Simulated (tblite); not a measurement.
Compound: C₆H₁₆OSi₂.
SMILES with atom numbers: `[CH3:1][Si:2]1([CH3:3])[CH2:4][C@H:5]([CH2:6][SiH3:7])[CH2:8][O:9]1` (hydrogens: H10, H11, H12 on C1; H13, H14, H15 on C3; H16, H17 on C4; H18 on C5; H19, H20 on C6; H21, H22, H23 on Si7; H24, H25 on C8)

The geometry is computed with GFN2-xTB (gas phase).

Problem. List the bond lengths, angles and torsions at this level.

Solution. 
```
                     bond  length (Å)
                   C1–Si2       1.901
                   Si2–C3       1.901
                   Si2–C4       1.910
                    C4–C5       1.532
                    C5–C6       1.524
                   C6–Si7       1.902
                    C5–C8       1.531
                    C8–O9       1.405
                   Si2–O9       1.648
   C1–H10, C1–H11, C1–H12       1.085
   C3–H13, C3–H14, C3–H15       1.085
                   C4–H16       1.087
                   C4–H17       1.091
                   C5–H18       1.096
                   C6–H19       1.093
                   C6–H20       1.093
Si7–H21, Si7–H22, Si7–H23       1.465
                   C8–H24       1.097
                   C8–H25       1.093
```

Bonds in one row agree within 0.01 Å and their mean is given. A selection of angles:
```
    angle  degrees
C1–Si2–C3    110.9
C1–Si2–C4    114.9
C1–Si2–O9    110.0
C3–Si2–C4    114.5
C3–Si2–O9    111.0
C4–Si2–O9     94.4
Si2–C4–C5    101.6
 C4–C5–C6    113.3
 C4–C5–C8    106.1
 C6–C5–C8    112.6
C5–C6–Si7    114.7
 C5–C8–O9    109.9
Si2–O9–C8    114.0
```

Torsions: C1–Si2–C4–C5 95° (anticlinal); Si2–C4–C5–C6 158° (antiperiplanar); C4–C5–C6–Si7 177° (antiperiplanar); C4–C5–C8–O9 -40° (synclinal); C5–C8–O9–Si2 26° (synperiplanar); C1–Si2–O9–C8 -122° (anticlinal).

Si2 (oxygen-bound silicon) has angles from 94.4° to 114.9°. O9 (silyl ether oxygen) is bent (angle 114.0°). The 5-membered ring Si2–C4–C5–C8–O9 has internal angles of 94.4° to 114.0°; it is puckered, 0.16 Å rms from its mean plane, widest ring torsion 40°. Si7 (SiH3 silicon) is tetrahedral (angles from 108.4° to 110.8°). Of the pairs four or more bonds apart, Si7···H25 is among the closest relative to their van der Waals radii: 3.08 Å, 93 % of the sum of Bondi's values.

Point group: C1 (no symmetry element, even within 0.4 Å). Its GFN2-xTB frequencies are all real (lowest 40 cm⁻¹). The numbers are those of one conformer. 3 starts were optimised and ended at 0.00, 0.00 and 0.49 kcal/mol (GFN2-xTB); the lowest of these is shown.
